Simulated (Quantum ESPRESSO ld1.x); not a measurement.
Input file for ld1.x (Quantum ESPRESSO 7.5):

```
 &input
    atom='Ga',
    iswitch=1,
    rel=2,
    dft='SLA-VWN',
    config='[Ar] 3d10 4s1',
    rel_dist='average',
    verbosity='high',
    lsmall=.true.,
    prefix='ld1',
    max_out_wfc=37,
    file_charge='ld1.rho',
 /
```

Command: `OMP_NUM_THREADS=1 ld1.x < ld1.in > ld1.out`

It prints (banner and zero overlaps left out):

```
     Program LD1 v.7.5 starts

     --------------------------- All-electron run ----------------------------

     dirac relativistic calculation

     atomic number is 31.00
     dft =SLA-VWN   lsd =0 sic =0 latt =0  beta=0.20 tr2=1.0E-14
     Exchange-correlation= SLA-VWN
                           (   1   2   0   0   0   0   0)
     mesh =2005 r(mesh) =  99.28682 a.u. xmin = -8.00 dx = 0.00800
     1 Ry =  13.60569312 eV, c = 137.03599908

     n l j   nl                  e(Ry)          e(Ha)          e(eV)
     Spin orbit split results
     1 0 0.5 1S 1( 2.00)    -751.780083802    -375.890041901 -10228.4891162
     2 0 0.5 2S 1( 2.00)     -94.073866362     -47.036933181  -1279.9401566
     2 1 0.5 2P 1( 2.00)     -83.547112109     -41.773556055  -1136.7163687
     2 1 1.5 2P 1( 4.00)     -81.518613371     -40.759306685  -1109.1172373
     3 0 0.5 3S 1( 2.00)     -12.338435174      -6.169217587   -167.8729626
     3 1 0.5 3P 1( 2.00)      -8.934803672      -4.467401836   -121.5641969
     3 1 1.5 3P 1( 4.00)      -8.667448879      -4.333724440   -117.9266496
     3 2 1.5 3D 1( 4.00)      -2.941819751      -1.470909876    -40.0254968
     3 2 2.5 3D 1( 6.00)      -2.907436617      -1.453718308    -39.5576904
     4 0 0.5 4S 1( 1.00)      -1.945629445      -0.972814722    -26.4716372
     Averaged results
     1 0     1S 1( 2.00)    -751.780083802    -375.890041901 -10228.4891162
     2 0     2S 1( 2.00)     -94.073866362     -47.036933181  -1279.9401566
     2 1     2P 1( 6.00)     -82.194779617     -41.097389808  -1118.3169478
     3 0     3S 1( 2.00)     -12.338435174      -6.169217587   -167.8729626
     3 1     3P 1( 6.00)      -8.756567143      -4.378283572   -119.1391654
     3 2     3D 1(10.00)      -2.921189871      -1.460594935    -39.7448129
     4 0     4S 1( 1.00)      -1.945629445      -0.972814722    -26.4716372

     final scf error:  5.6E-15 reached in  31 iterations

     Etot =   -3880.418052 Ry,   -1940.209026 Ha,  -52795.777204 eV

     Ekin =    3956.002643 Ry,    1978.001322 Ha,   53824.157955 eV
     Encl =   -9326.049042 Ry,   -4663.024521 Ha, -126887.361314 eV
     Eh   =    1634.024337 Ry,     817.012169 Ha,   22232.033689 eV
     Exc  =    -144.395990 Ry,     -72.197995 Ha,   -1964.607534 eV

     normalization and overlap integrals

     s(1S/1S) =  1.000000  <r> =   0.0487  <r2> =    0.0032  r(max) =   0.0317
     LC norm =  0.98748614 + SC norm =  0.01251386 =  1.00000000
     s(2S/2S) =  1.000000  <r> =   0.2180  <r2> =    0.0561  r(max) =   0.1831
     LC norm =  0.99759546 + SC norm =  0.00240454 =  1.00000000
     s(2P/2P) =  1.000000  <r> =   0.1885  <r2> =    0.0436  r(max) =   0.1452
     LC norm =  0.99760182 + SC norm =  0.00239818 =  1.00000000
     s(2P/2P) =  1.000000  <r> =   0.1920  <r2> =    0.0452  r(max) =   0.1475
     LC norm =  0.99764727 + SC norm =  0.00235273 =  1.00000000
     s(3S/3S) =  1.000000  <r> =   0.6531  <r2> =    0.4929  r(max) =   0.5655
     LC norm =  0.99945582 + SC norm =  0.00054418 =  1.00000000
     s(3P/3P) =  1.000000  <r> =   0.6725  <r2> =    0.5339  r(max) =   0.5610
     LC norm =  0.99950436 + SC norm =  0.00049564 =  1.00000000
     s(3P/3P) =  1.000000  <r> =   0.6834  <r2> =    0.5513  r(max) =   0.5701
     LC norm =  0.99951689 + SC norm =  0.00048311 =  1.00000000
     s(3D/3D) =  1.000000  <r> =   0.7952  <r2> =    0.8188  r(max) =   0.5305
     LC norm =  0.99964950 + SC norm =  0.00035050 =  1.00000000
     s(3D/3D) =  1.000000  <r> =   0.8010  <r2> =    0.8310  r(max) =   0.5305
     LC norm =  0.99965316 + SC norm =  0.00034684 =  1.00000000
     s(4S/4S) =  1.000000  <r> =   2.0617  <r2> =    4.8356  r(max) =   1.7754
     LC norm =  0.99993075 + SC norm =  0.00006925 =  1.00000000

     LC charge = 28.94839156 + SC charge =  0.05160844 = 29.00000000

     ------------------------ End of All-electron run ------------------------
```

Run on one thread of a shared host, so times are rough (Intel(R) Xeon(R) Processor @ 2.60GHz): 0.7 s of CPU time, 0.73 s wall, 31 iterations on 2005 mesh points.
